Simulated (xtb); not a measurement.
C2H9NSi, SMILES CN([SiH3])C. All values are semi-empirical tight-binding results from xtb (GFN2-xTB unless named), good for trends rather than for accurate numbers. Geometry: GFN2-xTB.

Estimate the properties. (An estimate is asked for; the answer gives what the named calculation found.)


```json
{
  "point_group_as_xtb_finds_it": "Cs",
  "orbital_gap": "4.94 eV",
  "dipole_moment": "0.96 D",
  "zero_point_energy": "65.4 kcal/mol",
  "G − E(el) at 298.15 K (modified RRHO)": "46.9 kcal/mol",
  "static polarisability (D4 model)": "66.3 bohr³",
  "solvation energy, GFN2-xTB/ALPB(water)": "0.1 kcal/mol",
  "solvation energy, GFN2-xTB/ALPB(ch2cl2)": "-2.8 kcal/mol"
}
```
